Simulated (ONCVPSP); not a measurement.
aluminium: one change to an ONCV potential, before and after

| Property | Result |
| --- | --- |
| Element | Al |
| Generator | ONCVPSP 4.0.1 |
| Type | optimised norm-conserving Vanderbilt (ONCV) |
| Functional | BLYP |
| Relativity | scalar-relativistic |
| Frozen core | [Ne] |
| Valence charge | 3 |
| Reference configuration | 3s1 (charge +2) |
| Partial waves | 3s: rc 2.05 bohr, ncon 4, nbas 8, qcut 3.1 1/bohr, 2 projectors, debl 2.2 Ha; p scattering state at 0.19 Ha: rc 1.70 bohr, ncon 4, nbas 7, qcut 5.7 1/bohr, 2 projectors, debl 1.9 Ha |
| Local potential | polynomial inside 1.50 bohr (lpopt 5, dvloc0 0 Ha) |
| Core correction | polynomial model core, fcfact 0.3 |

In the p channel the program set the typed energies aside and used 0.050, 1.950 Ha.

Change: p: rc 1.34; local potential polynomial inside 1.34 bohr (lpopt 5, dvloc0 0 Ha).

Cutoffs: the cutoffs (Ha) at which the residual kinetic energy of the hardest occupied pseudo-wave falls to 1 and 0.1 mHa per electron; they do not see the model core or the augmentation charge, which bear on the density cutoff. Errors are all-electron minus pseudo energies relative to the spin-unpolarised reference configuration.

Question: Predict the effect on cutoff, ghosts and configuration errors.

Answer: The potential gets neither clearly harder nor softer (9.6 Ha and 37 Ha → 9.6 Ha and 37 Ha); a bound ghost appears in p, which as a rule spoils a file; of the 4 tests that both files solve, the error grows in 0 and shrinks in 3 by more than 15 % and 0.3 meV (median size 40.5 → 13.8 meV). Less of the atom is replaced, so other configurations are described better.

| quantity | base | changed |
| --- | --- | --- |
| cutoff, loose | 9.6 Ha | 9.6 Ha |
| cutoff, tight | 37 Ha | 37 Ha |
| bound ghosts | none | p |
| GHOST(+) flags under 300 eV | s at 103.9 eV | s at 95.4 eV |
| error for 3s2 3p1, meV [ΔE -24.84 eV] | +56 | -12 |
| error for 3s2, meV [ΔE -19.22 eV] | +16 | +16 |
| error for 3s2 3p0.5, meV [ΔE -22.83 eV] | +39 | +0.7 |
| error for 3s1 3p1, meV [ΔE -13.37 eV] | +42 | -30 |
| s: phases at 2.08 bohr within 0.05 rad from the reference energy up to (Ha; the scan ends near 5) | 2.4 | 2.3 |
| rms error of d²Exc/dni dnj with the model core, mHa | 4.59 | 4.59 |

 A true bound ghost makes a file unfit for plane-wave use even where its test errors are small: the radial tests pick states by their node count and pass the ghost by.
